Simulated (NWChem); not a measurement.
System meant: MoNH₂SOCl; SMILES [NH]=[Mo]([OH])(=[S])[Cl]

The following NWChem deck was run.

```
start job
memory heap 200 mb stack 900 mb global 1100 mb
geometry units angstroms noautoz
  Mo    -0.177056    -0.069471     0.024037
  N     -1.104359    -0.098281    -1.408388
  H     -1.314465    -0.413338    -2.355287
  S      1.292412    -1.576357    -0.115597
  Cl     0.821265     1.974391     0.147222
  O     -1.297955    -0.407890     1.469779
  H     -2.259905    -0.448417     1.400856
end
basis spherical
  * library def2-svp
end
ecp
  Mo library def2-ecp
end
dft
  xc pbe0
  iterations 4
  mulliken
end
task dft energy
```

End of the output:

```
    Atom       Charge   Shell Charges
 -----------   ------   -------------------------------------------------------
    1 Mo  14    14.51   0.00  0.98  0.92  0.35  0.13  5.64  1.04  0.46  3.29  1.58  0.11
    2 N    7     6.98   1.97  0.80  0.47  2.11  1.59  0.03
    3 H    1     0.89   0.57  0.20  0.12
    4 S   16    15.76   2.00  1.96  0.98  0.66  5.81  1.89  2.43  0.05
    5 Cl  17    16.89   2.00  1.96  1.03  0.73  5.82  2.28  3.06  0.02
    6 O    8     8.10   1.97  0.89  0.59  2.69  1.95  0.01
    7 H    1     0.88   0.54  0.15  0.18

 center of mass
 --------------
 x =   0.00795938 y =   0.01782855 z =   0.01064731

 moments of inertia (a.u.)
 ------------------
        1030.777627253622           0.000000000000           0.000000000000
           0.000000000000         715.742469794633          -0.000000000000
           0.000000000000          -0.000000000000        1256.065257745750

     Multipole analysis of the density
     ---------------------------------

     L   x y z        total         alpha         beta         nuclear
     -   - - -        -----         -----         ----         -------
     0   0 0 0      0.000000    -32.000000    -32.000000     64.000000

     1   1 0 0     -1.394013     -6.793808     -6.793808     12.193603
     1   0 1 0     -0.428894     -2.479137     -2.479137      4.529380
     1   0 0 1     -0.871773     -1.477563     -1.477563      2.083352

     2   2 0 0    -40.263434   -140.443105   -140.443105    240.622776
     2   1 1 0      1.396910      1.582038      1.582038     -1.767165
     2   1 0 1      0.687460      1.063534      1.063534     -1.439608
     2   0 2 0    -47.481227   -216.804666   -216.804666    386.128105
     2   0 1 1      1.650998      0.310886      0.310886      1.029226
     2   0 0 2    -40.911658    -88.288215    -88.288215    135.664771

 ------------------------------------------------------------------------
 dft energy failed                                                                                  0
 ------------------------------------------------------------------------
 ------------------------------------------------------------------------
  current input line :
    23: task dft energy
 ------------------------------------------------------------------------
 ------------------------------------------------------------------------
 This type of error is most commonly associated with calculations not reaching convergence criteria
 ------------------------------------------------------------------------
 For more information see the NWChem manual at https://nwchemgit.github.io

0:dft energy failed:Received an Error in Communication
```

Q: Can this run be used? If not, why, and what is the fix?

A: Convergence was not reached. Cause: the SCF was allowed too few iterations. This input runs:
```
start job
memory heap 200 mb stack 900 mb global 1100 mb
geometry units angstroms noautoz
  Mo    -0.177056    -0.069471     0.024037
  N     -1.104359    -0.098281    -1.408388
  H     -1.314465    -0.413338    -2.355287
  S      1.292412    -1.576357    -0.115597
  Cl     0.821265     1.974391     0.147222
  O     -1.297955    -0.407890     1.469779
  H     -2.259905    -0.448417     1.400856
end
basis spherical
  Mo library def2-svp
  N library def2-svp
  H library def2-svp
  S library def2-svp
  Cl library def2-svp
  O library def2-svp
end
ecp
  Mo library def2-ecp
end
dft
  xc pbe0
  iterations 150
  mulliken
end
task dft energy
```
It converges to -1057.09990 Ha (PBE0/def2-SVP with def2 effective core potentials on Mo).
